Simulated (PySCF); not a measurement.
C₇H₁₀SSi, SMILES CSc1ccc([SiH3])cc1 (GFN2-xTB optimised geometry):

```
19

C     -0.701    -3.507    -0.072
S     -1.905    -2.150    -0.002
C     -0.910    -0.690     0.000
C     -1.593     0.524     0.002
C     -0.895     1.712     0.003
C      0.499     1.736     0.001
Si     1.456     3.359     0.026
C      1.160     0.512     0.000
C      0.477    -0.690     0.000
H     -1.291    -4.418    -0.104
H     -0.080    -3.501     0.819
H     -0.101    -3.424    -0.973
H     -2.673     0.517     0.002
H     -1.442     2.643     0.002
H      2.673     3.208    -0.775
H      1.821     3.690     1.407
H      0.614     4.418    -0.531
H      2.241     0.494    -0.002
H      1.036    -1.613     0.000
```

Level of theory: PBE/def2-SVP (PySCF).

Question: What are the frontier orbital energies and the dipole moment?

Answer: HOMO-2 -7.02 eV, HOMO-1 -6.42 eV, HOMO -5.05 eV, LUMO -1.27 eV, LUMO+1 -1.12 eV; dipole moment 1.73 D.

Meta-Löwdin charges at PBE/def2-SVP: C1 -0.36, S2 0.09, C3 -0.06, C4 -0.12, C5 -0.09, C6 -0.22, Si7 0.43, C8 -0.09, C9 -0.14, H10 0.13, H11 0.12, H12 0.12, H13 0.11, H14 0.10, H15 -0.09, H16 -0.09, H17 -0.09, H18 0.10, H19 0.11.
